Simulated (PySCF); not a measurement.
Computed Raman spectrum (relative Raman activity) of a molecule C4H6OSi. Coordinates come from a ωB97X-D3(BJ)/def2-SVP optimisation. The values are those of a single conformer. These are ωB97X-D3(BJ)/def2-SVP (PySCF) values and carry that method's errors. Frequencies are harmonic and unscaled.

Lines under 2 % of the strongest are left out, and lines within 2 cm⁻¹ are merged.

```json
[
 {"ν (cm⁻¹)": "455", "relative intensity": "2.5"},
 {"ν (cm⁻¹)": "663", "relative intensity": "3.6"},
 {"ν (cm⁻¹)": "915", "relative intensity": "2.3"},
 {"ν (cm⁻¹)": "930", "relative intensity": "7.5"},
 {"ν (cm⁻¹)": "953", "relative intensity": "13"},
 {"ν (cm⁻¹)": "974", "relative intensity": "11"},
 {"ν (cm⁻¹)": "1118", "relative intensity": "4.0"},
 {"ν (cm⁻¹)": "1235", "relative intensity": "3.8"},
 {"ν (cm⁻¹)": "1433", "relative intensity": "4.4"},
 {"ν (cm⁻¹)": "1541", "relative intensity": "40"},
 {"ν (cm⁻¹)": "2261", "relative intensity": "39"},
 {"ν (cm⁻¹)": "2264", "relative intensity": "100"},
 {"ν (cm⁻¹)": "2270", "relative intensity": "35"},
 {"ν (cm⁻¹)": "3273", "relative intensity": "31"},
 {"ν (cm⁻¹)": "3284", "relative intensity": "19"},
 {"ν (cm⁻¹)": "3304", "relative intensity": "59"}
]
```

### Question
Which structure fits?
A) C#CC(=C)O[SiH3]
B) C=C=C1OC[SiH2]1
C) C=CC1=CO[SiH2]1
D) [SiH3]c1ccco1

### Answer
D, [SiH3]c1ccco1
